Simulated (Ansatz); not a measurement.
Ansatz (an electronic-structure program) input (B3LYP/6-31G* with LANL2DZ past Ar): The .json file joins the Basis Set Exchange's 6-31G* for atoms up to Ar and LANL2DZ past it.

Ansatz 0.2 input:
```yaml
crystal:
  periodic: [false, false, false]
  atoms:
    - {symbol: Sr, position_ang: [-0.00000000, -0.00000000, -0.40177766]}
    - {symbol: F, position_ang: [0.00000000, 0.00000000, 1.69639455]}
basis:
  gaussian:
    orbitals: 6-31Gs+LANL2DZ.json
hamiltonian:
  xc: {name: B3LYP}
magnetization: {spin_polarized: true, initial_magnetization: 1}
relax: {f_tol: 0.003, max_steps: 120}
```

What final total energy does it give?

-130.27869 Eh.
